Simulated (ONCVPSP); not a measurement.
# LDA (Perdew-Wang 92) ONCV dataset for tungsten, scalar-relativistic all-electron reference.

ONCVPSP 4.0.1 input, shortened (lines: element, Z, core and valence counts, functional; n l f; lmax; l rc ep ncon nbas qcut; lloc lpopt rc5 dvloc0; l nproj debl; icmod fcfact rcfact), LDA (Perdew-Wang 92), scalar-relativistic:

```
  W 74.00   11    3  -001012      upf
    1    0    2.00
    2    0    2.00
    2    1    6.00
    3    0    2.00
    3    1    6.00
    3    2   10.00
    4    0    2.00
    4    1    6.00
    4    2   10.00
    4    3   14.00
    5    0    2.00
    5    1    6.00
    5    2    4.00
    6    0    2.00
    2
    0    2.25    0.00    3    6    2.40
    1    1.20    0.00    4    7    6.00
    2    1.75    0.00    4    7    4.90
    4    2    0.95    4.00
    0    2    2.60
    1    2    1.50
    2    1    3.10
    2    0.50    1.15
```

In the p channel the program set the typed energies aside and used -1.594, 0.250 Ha.

All-electron outer shells of the reference configuration (LDA (PZ), scalar-relativistic, ld1.x):

| shell | level (eV) | outermost node (bohr) | outermost maximum (bohr) |
| --- | --- | --- | --- |
| 5p | -43.38 | 0.57 | 1.09 |
| 4f | -33.46 | – | 0.43 |
| 6s | -5.91 | 1.28 | 2.64 |
| 5d | -4.68 | 0.63 | 1.50 |

Problem. Does the generator finish with these settings?

Solution. Yes, a potential is produced and its reference levels are reproduced.

Problem. Estimate the cutoffs (Ha) at which the residual kinetic energy of the hardest occupied pseudo-wave falls to 1 and 0.1 mHa per electron.

Solution. 88 Ha and 105 Ha.

Problem. What does a ghost test show?

Solution. Ghosts flagged at negative energy: s at -51.9 eV; GHOST(+) flagged for s at 116.9 eV. A true bound ghost makes a file unfit for plane-wave use.

Problem. Which valence shell sets the plane-wave cutoff?

Solution. 5p: 88 Ha for 1 mHa per electron, against 15 Ha for 5d.

Problem. Tests: 5p6 5d4 6s1; 5p6 5d4 6s0; 5p6 5d3 6s0; 5p6 5d3 6s2 6p1. Which has the largest error in its energy relative to the reference configuration, and how large is it?

Solution. 5p6 5d4 6s0, with -27 meV (all-electron minus pseudo) on +25.14 eV.
